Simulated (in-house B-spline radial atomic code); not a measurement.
Ionising Hg⁶⁷⁺ with different functionals

Computed with an all-electron radial atomic-structure program (B-spline basis): scalar-relativistic (spin-free X2C) Hamiltonian, Fermi nucleus of rms radius 5.4648 fm, spin-polarised at highest spin, spherical fractional occupations for the functionals. The ionisation energy is the difference of two self-consistent energies, [Ne] 3s2 3p1 → [Ne] 3s2, without Breit or QED terms; ε is the level of the shell that loses the electron (its least bound occupied spin orbital). There is no spin-orbit coupling in this Hamiltonian.

Hybrids are left out here: with spherical fractional occupations of an open shell their exact exchange keeps a self-interaction that integer-occupation calculations don't have.

| method | rung | ΔSCF (eV) | -ε(3p) (eV) |
| --- | --- | --- | --- |
| LDA exchange-only | LDA | ? | ? |
| LDA VWN5 | LDA | 7801.1 | 7734.3 |
| PW91 | GGA | ? | ? |
| BP86 | GGA | 7802.8 | 7736.5 |
| TPSS | meta-GGA | 7800.9 | 7735.5 |

**Question.** What does PW91 give?

**Answer.** ΔSCF 7803.0 eV, and -ε(3p) = 7736.7 eV.

**Question.** What does LDA exchange-only give?

**Answer.** ΔSCF 7798.1 eV, and -ε(3p) = 7731.5 eV.

**Question.** How do they compare with the NIST value?

**Answer.** NIST lists 8160 eV ± 40 (tabulated theory, ground level to ground level). Errors run from -361.9 to -357.0 eV. The correlated functionals all miss on the same side by more than they spread, so the cause is common to them (spin-orbit coupling, Breit-QED terms, multiplet and fine-structure energies, or a listed next ion that isn't the cheapest removal here) and closeness doesn't rank the functionals.
